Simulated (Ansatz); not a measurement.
C2H5OS, doublet, at a GFN2-xTB geometry; HF/3-21G run with Ansatz (a program for electronic structure).

The Ansatz input:
Ansatz 0.2 input:
```yaml
crystal:
  periodic: [false, false, false]
  atoms:
    - {symbol: C, position_ang: [1.16525674, -0.54297502, 0.90922291]}
    - {symbol: S, position_ang: [0.14934259, -0.10289399, -0.41483636]}
    - {symbol: C, position_ang: [-1.50488595, -0.46057734, 0.37933940]}
    - {symbol: O, position_ang: [0.22105396, 1.34343173, -0.60477129]}
    - {symbol: H, position_ang: [1.27605910, -1.59816656, 1.08077406]}
    - {symbol: H, position_ang: [2.01109037, 0.08626435, 1.11641323]}
    - {symbol: H, position_ang: [-1.61679546, 0.18611660, 1.24121374]}
    - {symbol: H, position_ang: [-1.51950128, -1.50492909, 0.66386570]}
    - {symbol: H, position_ang: [-2.27099045, -0.24912121, -0.35808836]}
basis:
  gaussian:
    orbitals: 3-21G.json
hamiltonian:
  xc: hf
magnetization: {spin_polarized: true, initial_magnetization: 1}
```
The basis file holds 3-21G in the JSON format of the Basis Set Exchange.

Predict the main parts of the log of this Ansatz run.


```
Functional definition: HF
579 factors; integrals over basis functions are off by at most 1.1e-3 eV
mean field evaluation 1: about -14907.9852 eV, gradient 2.8e1 eV
mean field evaluation 2: about -14908.1353 eV, gradient 2.8e1 eV
mean field evaluation 4: about -14911.8631 eV, gradient 3.5e0 eV
mean field evaluation 8: about -14912.0640 eV, gradient 8.3e-1 eV
mean field -14912.09085349 eV, -548.0092310876 hartree, gradient 7.0e-5 eV, S^2 0.767330; 0 other end points of the search recorded, 0 dependent functions left out
reference -14912.09085349 eV, -548.0092310876 hartree; 21, 20 occupied and 29, 30 virtual orbitals, 579 factors
Total energy: -14912.09085349 eV, -548.0092310876 hartree
```
